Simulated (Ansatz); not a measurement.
Cost and result for the atomization energy of CH$_{8}$SeSi$_{2}$, SMILES `C[SiH2][SiH2][SeH]` (12 atoms, 11 bonds).

```xyz
12

C     0.907   -1.478   -0.663
Si   -0.745   -0.639   -0.390
Si   -0.433    1.631    0.075
Se    0.916    1.832    1.919
H     1.405   -1.070   -1.546
H     0.777   -2.553   -0.808
H     1.559   -1.320    0.198
H    -1.449   -1.233    0.783
H    -1.631   -0.800   -1.578
H     0.339    2.322   -0.993
H    -1.716    2.361    0.269
H     0.071    0.947    2.733
```

The species carries charge 0 and has multiplicity 1. Correlated methods include outer-core shells of Se, which these sets cover unevenly. Scalar relativity is left out up to krypton. Geometry: relaxed with PBE0-D4/def2-TZVP. It is one conformer, not always the lowest. Program: Ansatz. All runs use 4 threads of an AMD EPYC 9R45 on a shared host. Times are those of one run each, without the atoms' runs, and a repeat can differ threefold. Electronic energies, without spin–orbit coupling; frozen cores. CCSD(T)/CBS adds CCSD(T) − MP2 in def2-TZVPP to the MP2 limit, and its time is that of the two runs behind it. T1 = 0.010. With those shells the extrapolation isn't a true limit. B3LYP takes the VWN-RPA correlation (the form of Gaussian; ORCA's B3LYP/G).

CCSD(T)/CBS is a level of theory with its own doubt, some kJ/mol a heavy atom from the limit and from the frozen cores, so smaller differences don't rank the functionals.

| level | functions | wall time |
| --- | --- | --- |
| PBE-D4/def2-TZVPP (with forces) | 275 | 1.3 s |
| PBE0-D4/def2-TZVPP | 275 | 1.8 s |
| r2SCAN-D4/def2-TZVPP (with forces) | 275 | 2 s |
| B3LYP-D4/def2-TZVPP (with forces) | 275 | 2.6 s |
| B2PLYP/def2-TZVPP | 275 | 3.2 s |
| ωB97X-V/def2-TZVPP | 275 | 3.9 s |
| ωB97M-V/def2-TZVPP (with forces) | 275 | 6 s |
| MP2/def2-QZVPP | 526 | 13 s |
| CCSD(T)/def2-TZVPP | 275 | 85 s |
| CCSD(T)/CBS(def2) | – | 97 s |

Task: What atomization energy does each give, and how far from CCSD(T)/CBS? (Best estimate.)

Result: The calculation gave: 
```
                             level  atomization (kJ/mol)  difference from CCSD(T)/CBS  per bond
   PBE-D4/def2-TZVPP (with forces)                3782.2                        -15.5      -1.4
                PBE0-D4/def2-TZVPP                3766.3                        -31.4      -2.9
r2SCAN-D4/def2-TZVPP (with forces)                3793.7                         -4.0      -0.4
 B3LYP-D4/def2-TZVPP (with forces)                3782.2                        -15.5      -1.4
                 B2PLYP/def2-TZVPP                3727.1                        -70.6      -6.4
                ωB97X-V/def2-TZVPP                3812.3                         14.6       1.3
  ωB97M-V/def2-TZVPP (with forces)                3781.6                        -16.1      -1.5
                    MP2/def2-QZVPP                3740.4                        -57.3      -5.2
                CCSD(T)/def2-TZVPP                3699.3                        -98.4      -8.9
                 CCSD(T)/CBS(def2)                3797.7                          0.0       0.0
```

From PBE to PBE0 (25 % exact exchange), in def2-TZVPP and without D4, the atomization energy moves by −11.9 kJ/mol: exact exchange takes away binding that semilocal exchange gives to molecules. The D4 term adds +47.2 kJ/mol with B3LYP and +25.1 kJ/mol with PBE0; it sums over pairs of atoms, weighted by their polarisabilities, and B3LYP, whose exchange is more repulsive, gets the larger term. In def2-TZVPP, CCSD(T) changes the Hartree–Fock value by +847.8 kJ/mol (the triples alone add +40.1 kJ/mol) and MP2 by +831.2 kJ/mol; breaking electron pairs costs correlation energy, which Hartree–Fock lacks.
